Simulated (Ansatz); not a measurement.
The same path of BCl2F + FH (6 atoms, charge 0, multiplicity 1) was run twice with different band settings. Lost on the way: B1–Cl2, F5–H6. Made: B1–F5, Cl2–H6.

All numbers below come from RKS PBE/6-31G* (Ansatz).

Relaxed end points:

```xyz
6
Properties=species:S:1:pos:R:3
B -0.050 0.208 0.096
Cl -0.031 0.653 1.829
F 1.110 0.044 -0.518
Cl -1.538 0.357 -0.831
F -0.185 -2.051 0.583
H -0.142 -1.918 1.521
```

```xyz
6
Properties=species:S:1:pos:R:3
B -0.088 -0.329 -0.791
Cl -0.035 -0.588 3.621
F 1.096 0.007 -1.276
Cl -1.565 0.296 -1.493
F -0.144 -1.164 0.250
H -0.099 -0.929 2.370
```

Common settings: spring 5.0 eV/Å²; optimiser quadratic models (default); start path through a guess of the saddle point; force threshold 0.05 eV/Å; iteration limit 60; end points relaxed.

| run | movable images | climbing image |
| --- | --- | --- |
| 1 | 7 | yes |
| 2 | 3 | no |

Problem. What does each run give, and how far can it be trusted?

Solution. Run 1: converged after 21 iterations, highest image 0.332 eV above the first end. A vibrational analysis at the climbing image gives one clearly imaginary mode, 697i cm⁻¹: a first-order saddle point.
Run 2: converged after 29 iterations, highest image 0.329 eV above the first end. No image climbed, so the highest image needn't sit at the top of the path. So few images can step over the top or miss a turn of the path.
The orbitals stay closed-shell, which can raise the energy where a bond breaks towards radicals; this wasn't checked here.
